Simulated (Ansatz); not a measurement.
Basis-set series for CH5AlGeOS. Total charge 0; spin multiplicity 1. Geometry: relaxed with PBE0-D4/def2-TZVP. It is one conformer, not always the lowest.

```xyz
10

O    -2.019   -0.750    1.259
Ge   -0.530    0.226    1.367
Al    1.508   -0.135    0.120
C     0.430   -0.082   -1.504
S    -0.194    1.422   -0.629
H    -1.886   -1.553    0.750
H    -0.914    1.296    2.403
H     3.044    0.104    0.391
H    -0.377   -0.769   -1.744
H     0.939    0.241   -2.413
```

| functional | basis | functions | energy (Eh) | HOMO (eV) | LUMO (eV) |
| --- | --- | --- | --- | --- | --- |
| PBE0-D4 | def2-SVP | 121 | -2832.81541 | -6.79 | -1.01 |
| PBE0-D4 | def2-QZVPP | 493 | -2833.51545 | -6.83 | -1.20 |
| ωB97M-V | def2-SVP | 121 | -2833.24764 | -8.72 | 0.67 |
| ωB97M-V | def2-QZVPP | 493 | -2833.94703 | -8.80 | 0.19 |

Q: Give the rows for def2-TZVPP. (Best estimate.)

A: Ansatz gave: 
```tsv
functional	basis	functions	energy (Eh)	HOMO (eV)	LUMO (eV)
PBE0-D4	def2-TZVPP	264	-2833.44445	-6.81	-1.13
ωB97M-V	def2-TZVPP	264	-2833.87843	-8.77	0.45
```

Positive LUMOs are unbound and depend on the basis. Scalar relativity is left out up to krypton.
